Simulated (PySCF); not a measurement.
**M06-L on Al⁺ (aluminium, charge +1)**

Configuration: [Ne] 3s2, closed-shell 1S. Calculation: PySCF 2.14, in cc-pV(D+d)Z; the non-relativistic Hamiltonian (point nucleus).

```json
{
 "Total energy": "-242.1293 hartree",
 "One-electron energy": "-332.8221 hartree",
 "Hartree (Coulomb) energy": "109.0306 hartree",
 "Exchange-correlation energy": "-18.3378 hartree",
 "Kinetic energy": "241.40641 hartree",
 "⟨S²⟩": "0.0000",
 "⟨L²⟩": "0.000",
 "Sum of ⟨r⟩": "9.849 bohr",
 "Sum of ⟨r²⟩": "16.67 bohr²",
 "Density at the nucleus (Gaussians lack the cusp)": "1360 bohr⁻³",
 "Langevin diamagnetic susceptibility": "-13.2 ×10⁻⁶ cm³/mol",
 "Time after the integrals": "0.25 s of wall time on 1 thread of Neoverse-N1 (shared host)"
}
```

| shell | electrons | mean orbital energy (eV) | rms radius, mean of both spins (bohr) |
| --- | --- | --- | --- |
| 1s | 2 | -1527.2 | 0.140 |
| 2s | 2 | -120.61 | 0.681 |
| 2p | 6 | -80.016 | 0.679 |
| 3s | 2 | -14.834 | 2.54 |
